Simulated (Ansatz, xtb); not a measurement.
C3H10GeO: which of two isomers lies lower

Structure a: `CCC[O][GeH3]`, a singlet. Structure b: `CC[O][GeH2][CH3]`, a singlet. Both are isolated molecules in the gas phase, relaxed with r2SCAN-D4/def2-SVP; the shapes shown needn't be the lowest conformers.

a (Å):

```yaml
atoms:
  - { symbol: C, position_ang: [1.7819, -1.1882, -1.3427] }
  - { symbol: C, position_ang: [0.3516, -1.2331, -0.8198] }
  - { symbol: C, position_ang: [-0.3173, 0.1312, -0.8047] }
  - { symbol: Ge, position_ang: [-0.0977, 2.6987, 0.1929] }
  - { symbol: O, position_ang: [0.4094, 0.9919, 0.0541] }
  - { symbol: H, position_ang: [1.8135, -0.8268, -2.3845] }
  - { symbol: H, position_ang: [2.2522, -2.1834, -1.3184] }
  - { symbol: H, position_ang: [2.3908, -0.5050, -0.7322] }
  - { symbol: H, position_ang: [0.3363, -1.6333, 0.2095] }
  - { symbol: H, position_ang: [-0.2673, -1.9126, -1.4329] }
  - { symbol: H, position_ang: [-1.3695, 0.0302, -0.4638] }
  - { symbol: H, position_ang: [-0.3497, 0.5402, -1.8391] }
  - { symbol: H, position_ang: [-0.0177, 3.3631, -1.1951] }
  - { symbol: H, position_ang: [-1.5449, 2.7555, 0.7196] }
  - { symbol: H, position_ang: [0.8927, 3.3155, 1.1814] }
```

b (Å):

```yaml
atoms:
  - { symbol: C, position_ang: [1.3667, -1.9634, -1.5088] }
  - { symbol: C, position_ang: [0.5803, -0.9013, -0.7687] }
  - { symbol: C, position_ang: [0.2787, 2.4106, 0.5500] }
  - { symbol: Ge, position_ang: [-0.5260, 1.6239, -1.0406] }
  - { symbol: O, position_ang: [0.4583, 0.2357, -1.5995] }
  - { symbol: H, position_ang: [0.8491, -2.2403, -2.4400] }
  - { symbol: H, position_ang: [2.3640, -1.5807, -1.7750] }
  - { symbol: H, position_ang: [1.4891, -2.8666, -0.8904] }
  - { symbol: H, position_ang: [1.0969, -0.6477, 0.1823] }
  - { symbol: H, position_ang: [-0.4197, -1.2988, -0.4883] }
  - { symbol: H, position_ang: [-1.9532, 1.1144, -0.7389] }
  - { symbol: H, position_ang: [-0.5102, 2.5846, -2.2351] }
  - { symbol: H, position_ang: [-0.2708, 3.3178, 0.8457] }
  - { symbol: H, position_ang: [0.2557, 1.7038, 1.3927] }
  - { symbol: H, position_ang: [1.3247, 2.6847, 0.3464] }
```

Quicker runs give these differences E(b) − E(a): GFN2-xTB +3.2 kcal/mol; HF/STO-3G −6.2 kcal/mol (at GFN2-xTB geometries); r2SCAN-D4/def2-SVP//GFN2-xTB −7.0 kcal/mol.

Estimate E(b) − E(a) at the level CCSD(T)/def2-SVP + ΔMP2/def2-TZVPP.

Calculated at CCSD(T)/def2-SVP + ΔMP2/def2-TZVPP: E(b) − E(a) = −8.6 kcal/mol, so structure b lies lower.

Level by level:

| level | geometry | E(b) − E(a) (kcal/mol) | departure from the last row (kcal/mol) | job, with rough time for the two |
| --- | --- | --- | --- | --- |
| GFN2-xTB | GFN2-xTB | +3.2 | +11.8 | optimisation, 0.15 s |
| HF/STO-3G | GFN2-xTB | −6.2 | +2.4 | single point, 0.32 s |
| r2SCAN-D4/def2-SVP//GFN2-xTB | GFN2-xTB | −7.0 | +1.6 | single point, 3.1 s |
| r2SCAN-D4/def2-SVP | r2SCAN-D4/def2-SVP | −6.6 | +2.0 | optimisation, 44 s |
| HF/def2-SVP | r2SCAN-D4/def2-SVP | −6.0 | +2.6 | part of the CCSD(T) run |
| MP2/def2-SVP | r2SCAN-D4/def2-SVP | −5.7 | +2.9 | part of the CCSD(T) run |
| CCSD(T)/def2-SVP | r2SCAN-D4/def2-SVP | −5.0 | +3.6 | single point |
| CCSD(T)/def2-SVP + ΔMP2/def2-TZVPP | r2SCAN-D4/def2-SVP | −8.6 |  | single point, 61 s |

As drawn, b has 1 C–Ge, 1 C–H in place of 1 C–C, 1 Ge–H.

GFN2-xTB puts the two in the other order. The largest departure from CCSD(T)/def2-SVP + ΔMP2/def2-TZVPP is that of GFN2-xTB, 11.8 kcal/mol. The last row adds to CCSD(T) the change of the MP2 difference between the two basis sets, here −3.6 kcal/mol, a large step that makes the value less sure.

With thermal terms from frequencies at re-optimised GFN2-xTB minima (ideal gas, soft modes damped towards free rotors, one conformer each, 298.15 K, 1 atm): on the last row, ΔE + ΔZPE = −8.5, ΔH = −8.1, ΔG = −8.8 kcal/mol.

The correlated steps freeze 13 core orbitals; the filled d shell of Ge is correlated, in a basis made for valence electrons. Codes used: Ansatz 0.2.0, xtb 6.7.1; the last row on 4 threads of Arm Neoverse V2 on a shared host.
